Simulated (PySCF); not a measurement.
H10Si5, charge -1, doublet, at a GFN2-xTB geometry (a state made from the parent by changing its charge; the spin is typed, not shown lowest) (in this run its highest filled SCF level lies above zero, so its values depend strongly on the basis, on diffuse functions most of all); DF-B3LYP/6-31G (PySCF).

Here is a job for PySCF.
```python
from pyscf import gto, scf, dft

mol = gto.Mole()
mol.atom = '''
    Si    0.95754715    1.34339082    1.09853405
    Si    1.79918819   -0.67510847    0.37619988
    Si    0.23339394   -1.65177294   -0.99528035
    Si   -1.65561408   -0.34099255   -0.98845436
    Si   -1.33965070    1.36082810    0.53090053
    H     0.88350021    1.29925864    2.60848582
    H     2.15431530    2.28843441    1.11151679
    H     2.32152697   -1.68543339    1.33702343
    H     3.05469619   -0.46060123   -0.39061996
    H    -0.05401588   -3.05462723   -0.61303891
    H     0.75209162   -1.88578642   -2.36382099
    H    -2.82429245   -1.17000945   -0.59190902
    H    -2.07472770   -0.06121157   -2.38946918
    H    -1.44463035    2.67196513   -0.21561395
    H    -2.69656681    1.54918175    1.20084944
'''
mol.basis = '6-31g'
mol.charge = -1
mol.spin = 1
mol.verbose = 4
mol.build()

mf = dft.UKS(mol)
mf.xc = 'b3lyp'
mf = mf.density_fit(auxbasis='def2-universal-jkfit')
mf.kernel()
mf.analyze()
```

What the program printed (banner, timings and long lists left out):

```
PySCF version 2.14.0

[INPUT] verbose = 4
[INPUT] num. atoms = 15
[INPUT] num. electrons = 81
[INPUT] charge = -1
[INPUT] spin (= nelec alpha-beta = 2S) = 1
[INPUT] symmetry False subgroup None
[INPUT] Mole.unit = angstrom
[INPUT] Symbol           X                Y                Z      unit          X                Y                Z       unit  Magmom
[...]
nuclear repulsion = 495.526512243821
number of shells = 55
number of NR pGTOs = 270
number of NR cGTOs = 85
basis = 6-31g
ecp = {}

******** <class 'pyscf.df.df_jk.DFUKS'> ********
method = DFUKS
initial guess = minao
damping factor = 0
level_shift factor = 0
DIIS = <class 'pyscf.scf.diis.CDIIS'>
diis_start_cycle = 1
diis_space = 8
diis_damp = 0
SCF conv_tol = 1e-09
SCF conv_tol_grad = None
SCF max_cycles = 50
direct_scf = False
number electrons alpha = 41  beta = 40
XC library pyscf.dft.libxc version 7.1.2
    S. Lehtola, C. Steigemann, M. J. T. Oliveira, and M. A. L. Marques,  SoftwareX 7, 1–5 (2018)
XC functionals = b3lyp
    P. J. Stephens, F. J. Devlin, C. F. Chabalowski, and M. J. Frisch,  J. Phys. Chem. 98, 11623 (1994)
radial grids:
    Treutler-Ahlrichs [JCP 102, 346 (1995); DOI:10.1063/1.469408] (M4) radial grids

becke partition: Becke, JCP 88, 2547 (1988); DOI:10.1063/1.454033
pruning grids: <function nwchem_prune>
grids dens level: 3
symmetrized grids: False
atomic radii adjust function: <function treutler_atomic_radii_adjust>
small_rho_cutoff = 0
Set gradient conv threshold to 3.16228e-05
tot grids = 193984
******** <class 'pyscf.df.df.DF'> ********
auxbasis = def2-universal-jkfit
init E= -1453.38791841332

cycle= 1 E= -1453.32671999881  delta_E= 0.0612  |g|= 0.106  |ddm|= 3.39
cycle= 2 E= -1453.33333325373  delta_E= -0.00661  |g|= 0.0613  |ddm|= 0.787
cycle= 3 E= -1453.33642083871  delta_E= -0.00309  |g|= 0.0337  |ddm|= 0.451
cycle= 4 E= -1453.33759815402  delta_E= -0.00118  |g|= 0.00267  |ddm|= 0.137
cycle= 5 E= -1453.33760572496  delta_E= -7.57e-06  |g|= 0.00123  |ddm|= 0.0171
cycle= 6 E= -1453.33760739024  delta_E= -1.67e-06  |g|= 0.000435  |ddm|= 0.00656
cycle= 7 E= -1453.33760764218  delta_E= -2.52e-07  |g|= 0.000136  |ddm|= 0.00388
cycle= 8 E= -1453.33760767317  delta_E= -3.1e-08  |g|= 3.16e-05  |ddm|= 0.00112
cycle= 9 E= -1453.33760767454  delta_E= -1.37e-09  |g|= 1.22e-05  |ddm|= 0.000327
cycle= 10 E= -1453.33760767468  delta_E= -1.46e-10  |g|= 3.49e-06  |ddm|= 5.49e-05
Extra cycle  E= -1453.33760767472  delta_E= -3.82e-11  |g|= 2.99e-06  |ddm|= 2.78e-05
converged SCF energy = -1453.33760767472  <S^2> = 0.75269339  2S+1 = 2.0026916
**** SCF Summaries ****
Total Energy =                       -1453.337607674722676
Nuclear Repulsion Energy =             495.526512243821003
One-electron Energy =                -3012.933146081830728
Two-electron Energy =                 1064.069026163286935
Two-electron Coulomb Energy =         1172.721741079364847
DFT Exchange-Correlation Energy =     -108.652714916077812
**** MO energy ****
                             alpha | beta                alpha | beta
[...]
To work with the spin densities directly, `use mulliken_meta_spin()` only printing them here.

 ** Mulliken spin pop alpha/beta on meta-lowdin orthogonal AOs **
 ** Mulliken Spin Density (per AO)  **
spin_pop of  0 Si 1s        0.00000
spin_pop of  0 Si 2s        0.00000
spin_pop of  0 Si 3s        0.08203
spin_pop of  0 Si 4s        0.00210
spin_pop of  0 Si 2px      -0.00000
spin_pop of  0 Si 2py      -0.00000
spin_pop of  0 Si 2pz       0.00000
spin_pop of  0 Si 3px       0.00534
spin_pop of  0 Si 3py       0.03223
spin_pop of  0 Si 3pz       0.12866
spin_pop of  0 Si 4px       0.00144
spin_pop of  0 Si 4py       0.00092
spin_pop of  0 Si 4pz       0.00987
spin_pop of  1 Si 1s        0.00000
spin_pop of  1 Si 2s        0.00000
spin_pop of  1 Si 3s        0.00169
spin_pop of  1 Si 4s       -0.00004
spin_pop of  1 Si 2px       0.00000
spin_pop of  1 Si 2py      -0.00000
spin_pop of  1 Si 2pz       0.00000
spin_pop of  1 Si 3px       0.00373
spin_pop of  1 Si 3py      -0.00637
spin_pop of  1 Si 3pz       0.03027
spin_pop of  1 Si 4px      -0.00010
spin_pop of  1 Si 4py       0.00004
spin_pop of  1 Si 4pz       0.00333
spin_pop of  2 Si 1s        0.00000
spin_pop of  2 Si 2s        0.00000
spin_pop of  2 Si 3s       -0.00140
spin_pop of  2 Si 4s       -0.00003
spin_pop of  2 Si 2px      -0.00000
spin_pop of  2 Si 2py       0.00000
spin_pop of  2 Si 2pz       0.00000
spin_pop of  2 Si 3px      -0.00303
spin_pop of  2 Si 3py       0.00400
spin_pop of  2 Si 3pz       0.01321
spin_pop of  2 Si 4px       0.00077
spin_pop of  2 Si 4py       0.00057
spin_pop of  2 Si 4pz       0.00128
spin_pop of  3 Si 1s        0.00000
spin_pop of  3 Si 2s        0.00000
spin_pop of  3 Si 3s        0.00169
spin_pop of  3 Si 4s       -0.00004
spin_pop of  3 Si 2px      -0.00000
spin_pop of  3 Si 2py       0.00000
spin_pop of  3 Si 2pz      -0.00000
spin_pop of  3 Si 3px       0.00251
spin_pop of  3 Si 3py       0.02798
spin_pop of  3 Si 3pz      -0.00287
spin_pop of  3 Si 4px      -0.00016
spin_pop of  3 Si 4py       0.00319
spin_pop of  3 Si 4pz       0.00024
spin_pop of  4 Si 1s        0.00000
spin_pop of  4 Si 2s        0.00000
spin_pop of  4 Si 3s        0.08203
spin_pop of  4 Si 4s        0.00210
spin_pop of  4 Si 2px      -0.00000
spin_pop of  4 Si 2py      -0.00000
spin_pop of  4 Si 2pz       0.00000
spin_pop of  4 Si 3px       0.00235
spin_pop of  4 Si 3py       0.04178
spin_pop of  4 Si 3pz       0.12209
spin_pop of  4 Si 4px       0.00190
spin_pop of  4 Si 4py       0.00429
spin_pop of  4 Si 4pz       0.00604
spin_pop of  5 H 1s        0.02228
spin_pop of  5 H 2s        0.00249
spin_pop of  6 H 1s        0.10235
spin_pop of  6 H 2s        0.00464
spin_pop of  7 H 1s        0.04283
spin_pop of  7 H 2s        0.00273
spin_pop of  8 H 1s        0.00441
spin_pop of  8 H 2s        0.00082
spin_pop of  9 H 1s        0.01331
spin_pop of  9 H 2s        0.00131
spin_pop of  10 H 1s        0.01331
spin_pop of  10 H 2s        0.00131
spin_pop of  11 H 1s        0.00441
spin_pop of  11 H 2s        0.00082
spin_pop of  12 H 1s        0.04283
spin_pop of  12 H 2s        0.00273
spin_pop of  13 H 1s        0.02228
spin_pop of  13 H 2s        0.00249
spin_pop of  14 H 1s        0.10235
spin_pop of  14 H 2s        0.00464
 ** Mulliken Spin Density (per atom)  **
spin density of  0 Si =      0.26259
spin density of  1 Si =      0.03254
spin density of  2 Si =      0.01539
spin density of  3 Si =      0.03254
spin density of  4 Si =      0.26260
spin density of  5 H =      0.02477
spin density of  6 H =      0.10699
spin density of  7 H =      0.04556
spin density of  8 H =      0.00523
spin density of  9 H =      0.01462
spin density of  10 H =      0.01462
spin density of  11 H =      0.00523
spin density of  12 H =      0.04556
spin density of  13 H =      0.02477
spin density of  14 H =      0.10699
 ** Mulliken pop alpha/beta on meta-lowdin orthogonal AOs **
 ** Mulliken pop       alpha | beta **
In total            41.00000 | 40.00000
 ** Mulliken atomic charges   ( Nelec_alpha | Nelec_beta ) **
charge of  0Si =     -0.07715  (     7.16987      6.90728 )
charge of  1Si =      0.04722  (     6.99266      6.96012 )
charge of  2Si =      0.04601  (     6.98469      6.96930 )
charge of  3Si =      0.04722  (     6.99266      6.96012 )
charge of  4Si =     -0.07716  (     7.16988      6.90728 )
charge of  5H =     -0.11450  (     0.56964      0.54487 )
charge of  6H =     -0.11786  (     0.61243      0.50544 )
charge of  7H =     -0.09641  (     0.57098      0.52543 )
charge of  8H =     -0.08175  (     0.54349      0.53826 )
charge of  9H =     -0.08254  (     0.54858      0.53396 )
charge of  10H =     -0.08254  (     0.54858      0.53396 )
charge of  11H =     -0.08175  (     0.54349      0.53826 )
charge of  12H =     -0.09641  (     0.57099      0.52543 )
charge of  13H =     -0.11451  (     0.56964      0.54487 )
charge of  14H =     -0.11786  (     0.61243      0.50543 )

WARN: System has nonzero charge -1; the dipole moment is origin-dependent.
Location of origin: [0. 0. 0.]

Dipole moment(X, Y, Z, Debye):  0.27935, -1.97644, -1.19089
```
